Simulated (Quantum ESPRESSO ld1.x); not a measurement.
Values are calculated unless marked as measured or tabulated.
Coulomb parameter of the 4d shell of the zirconium ion Zr+ in the model configuration [Kr] 4d1.5 5s1.5, as a second difference U = [E(n + 0.5) + E(n - 0.5) - 2 E(n)] / (0.5)^2 with all orbitals relaxed. "Bare": the charge of the atom changes with n. "Screened": the 5s shell takes up the change at fixed total charge, which measures U(4d,4d) + U(5s,5s) - 2 U(4d,5s). Level of theory: scalar-relativistic Kohn-Sham, LDA (Slater exchange, VWN5 correlation), spin-unpolarised, spherical densities, point nucleus (ld1.x of Quantum ESPRESSO 7.5).

case              configuration  E - E(n) (eV)
start          [Kr] 4d1.5 5s1.5          0.000
bare +0.5        [Kr] 4d2 5s1.5         -4.485
bare -0.5        [Kr] 4d1 5s1.5          6.789
screened +0.5      [Kr] 4d2 5s1         -0.109
screened -0.5      [Kr] 4d1 5s2          0.370

U(bare) = 9.219 eV, U(screened by 5s) = 1.048 eV, against the Slater integral F0(4d,4d) = 11.929 eV with frozen orbitals.
